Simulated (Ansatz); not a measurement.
FH5O3Si2, SMILES `O[SiH](O)[SiH](O)F`. Charge 0, multiplicity 1.

| atom | x (Å) | y (Å) | z (Å) |
| --- | --- | --- | --- |
| O1 | -1.884 | -0.839 | -0.854 |
| Si2 | -0.993 | -0.026 | 0.265 |
| O3 | -0.285 | -1.025 | 1.380 |
| Si4 | 0.960 | 0.973 | -0.590 |
| O5 | 2.185 | -0.072 | -0.289 |
| F6 | 1.194 | 2.366 | 0.167 |
| H7 | -1.427 | -1.421 | -1.463 |
| H8 | -1.987 | 0.864 | 0.914 |
| H9 | -0.845 | -1.479 | 2.013 |
| H10 | 1.008 | 1.272 | -2.040 |
| H11 | 2.075 | -0.612 | 0.499 |

(1) What are the harmonic wavenumbers in cm⁻¹ at PBE0-D4/def2-TZVP (Ansatz, finite differences of forces, unscaled)? (Estimate.)

(2) Is this a minimum?

(3) Give the ideal-gas thermochemistry at 298.15 K and 1 bar (rigid rotor, harmonic oscillator; point group C1, symmetry number 1).

(4) Rotational constants (cm⁻¹)?

Results:

(1) Ansatz gave: 35, 102, 115, 199, 265, 282, 307, 343, 373, 410, 454, 729, 766, 782, 822, 837, 851, 892, 908, 933, 938, 960, 2233, 2248, 3876, 3901, 3917.

(2) Yes, all 27 modes are real.

(3) Zero-point energy 170.3 kJ/mol; H(298) − E = 196.5 kJ/mol; entropy 391.1 J/(mol·K), of which translation 169.4, rotation 118.5, vibration 103.2; G(298) − E = 79.9 kJ/mol. Modes under 100 cm⁻¹ are hindered rotations or soft bends, so the harmonic entropy is rough.

(4) 0.1152, 0.04673, 0.04351.
